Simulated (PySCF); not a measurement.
# Hf(69+): ionisation energy

Hf(69+) [He] 2s1 [2s1/2^1, M_J = 1/2] → Hf(70+) 1s2, as a difference of total energies. Computed with PySCF 2.14 in an uncontracted even-tempered set (16 s from 56 bohr⁻², ratio 2.4; 13 p from 72 bohr⁻², ratio 2.4; 5 d from 220 bohr⁻², ratio 2.6; 4 f from 330 bohr⁻², ratio 2.6), with the two-component X2C-1e Hamiltonian. Correlated levels: nothing frozen; the 28 highest virtual spinors dropped. "Screened" scales the spin-orbit matrix elements by Boettger's factors to mimic the two-electron term; Breit and QED terms are absent.

```csv
method,ionisation energy (eV),difference from reference (eV)
GHF (screened spin-orbit),18526.1,+23.8
GMP2 (screened spin-orbit),18526.3,+24.0
```

Reference: 18502.32 ± 0.17 eV (theoretical estimate listed by NIST; NIST Atomic Spectra Database, ionization energies).

For this ion Breit and QED terms and the two-electron picture change, all absent here, outweigh the correlation shift from GHF to GMP2.
